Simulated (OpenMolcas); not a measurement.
Computed transition rates of V2+

| Quantity | Value |
| --- | --- |
| Program | OpenMolcas |
| Method | MS-CASPT2, IPEA 0.25 Eh, imaginary shift 0.1 Eh (closed shells correlated: 3s 3p) |
| Basis | ANO-RCC-VTZP [6s5p3d2f1g] |
| Scalar Hamiltonian | DKH2, point nucleus |
| Active space | 3 electrons in 5 orbitals (3d) |
| State averaging | 2S+1 = 4 even, 10 roots; 2S+1 = 2 even, 40 roots |
| Spin-orbit coupling | RASSI with atomic mean-field integrals over the reference wave functions, term energies averaged over their components |

Rates come from the transition moments of the reference wave functions (E1 and E2 in the length form). At fixed line strength A goes as λ^-3 for E1 and M1 and as λ^-5 for E2, so a rate at the computed wavelength can be rescaled to the measured one. Measured vacuum wavelengths follow from level energies in Sugar and Corliss, J. Phys. Chem. Ref. Data 7, 1191 (1978). Branching counts decays inside the model space alone, at computed energies, and the table is only a selection of the E2 and M1 lines, drawn from those between levels with measured partners whose computed energy lies within a factor of 1.5 of the measured one.

```csv
Upper,Lower,Type,λ computed (nm),λ measured (nm),A computed (s-1),A rescaled (s-1),Branching %
3d3 2D 3/2(2),3d3 2G 7/2,E2,308.1,328.9,6.60e+00,4.76e+00,73.2
3d3 2D 5/2(2),3d3 2G 9/2,E2,311.6,332.4,5.89e+00,4.26e+00,67.4
3d3 2F 5/2,3d3 2G 7/2,E2,601.9,629.7,8.72e-02,6.96e-02,46.7
3d3 2F 7/2,3d3 2G 9/2,E2,613.9,643.5,8.07e-02,6.38e-02,41.7
3d3 2D 5/2(1),3d3 4F 7/2,M1,614.9,623.7,5.57e-02,,78.7
3d3 2D 3/2(1),3d3 4F 5/2,M1,611.3,617.9,5.30e-02,,57.9
3d3 4P 5/2,3d3 4F 9/2,E2,855.2,894,3.47e-02,2.78e-02,68.5
3d3 4P 1/2,3d3 4F 3/2,E2,828.1,868.5,3.42e-02,2.70e-02,61.6
3d3 2D 3/2(1),3d3 4F 3/2,M1,605.6,612.4,2.98e-02,,32.6
3d3 2G 9/2,3d3 4F 9/2,M1,874.4,861.8,2.98e-02,,71.8
3d3 4P 3/2,3d3 4F 7/2,E2,849.1,888.9,2.57e-02,2.04e-02,48.7
3d3 4P 1/2,3d3 4F 5/2,E2,838.8,879.6,2.13e-02,1.68e-02,38.4
3d3 4P 3/2,3d3 4F 5/2,E2,834.1,873.6,2.00e-02,1.59e-02,37.9
3d3 2P 1/2,3d3 4P 1/2,M1,2891,2459,1.38e-02,,95.2
3d3 4P 5/2,3d3 4F 7/2,E2,836.3,875,1.24e-02,9.89e-03,24.5
3d3 2G 7/2,3d3 4F 7/2,M1,871.6,860.2,1.19e-02,,51.3
3d3 2G 9/2,3d3 4F 7/2,M1,854.6,844.2,1.16e-02,,27.9
3d3 2H 9/2,3d3 2G 9/2,M1,1980,2163,1.12e-02,,65.7
3d3 2P 3/2,3d3 4F 5/2,M1,648.7,649.1,1.08e-02,,28.7
3d3 2G 7/2,3d3 4F 5/2,M1,855.7,846,1.05e-02,,45.4
3d3 2H 9/2,3d3 2G 7/2,M1,1895,2064,5.65e-03,,33.1
3d3 2H 11/2,3d3 2G 9/2,M1,1913,2087,5.61e-03,,96.7
3d3 4F 9/2,3d3 4F 7/2,M1,37700,41270,5.05e-04,3.85e-04,100.0
3d3 4F 7/2,3d3 4F 5/2,M1,47200,51020,4.14e-04,3.28e-04,100.0
3d3 4F 5/2,3d3 4F 3/2,M1,64730,68730,1.60e-04,1.34e-04,100.0
```

Spin-changing lines and M1 lines between different terms are not rescaled, since their strength hangs on the term gaps too.

The largest correction is for 3d3 2D 3/2(2) → 3d3 2G 7/2 (E2): 6.60e+00 × (308.1 / 328.9)^5 = 4.76e+00 s-1, a factor of 0.72.

The computed rate and branching of 3d3 4F 5/2 → 3d3 4F 3/2 give the upper level a radiative lifetime of 1.000 / 1.60e-04 s-1 = 6.25e+03 s, counting decays inside the model space alone. The rescaled rate gives about 7.5e+03 s.

The computed order of these levels differs from the measured one in 2 places, and where term gaps are wrong the rates of spin-changing lines can be off by large factors.

These are rates of the free ion; in crystals, glasses and complexes forced electric-dipole and non-radiative decay shorten such lifetimes by orders of magnitude. No measured rate stands beside these. Rescaling mends the energy factor alone: line strengths can still be far off where a level mixes with configurations outside the active space, and weak or spin-changing lines hang on small mixing coefficients that depend on the term gaps too, so rescaling need not improve them.

CASPT2 does not keep the components of a term degenerate, so their means are used; among the terms shown or strongly mixed into the levels shown the widest spread is 990 cm-1 (3d3 4F). The CASPT2 spread within a term exceeds the gap to the next term for 3d3 2G and 3d3 4P, so the order of their levels is uncertain. Computed and measured levels are paired by configuration, term and J; levels that our copy of the source lacks, or whose pairing is in doubt (as where it misses far off the trend of its configuration), stay unpaired. Levels of configurations outside the active space are missing.

A number in round brackets counts repeated terms of one configuration in the order of the reference energies.
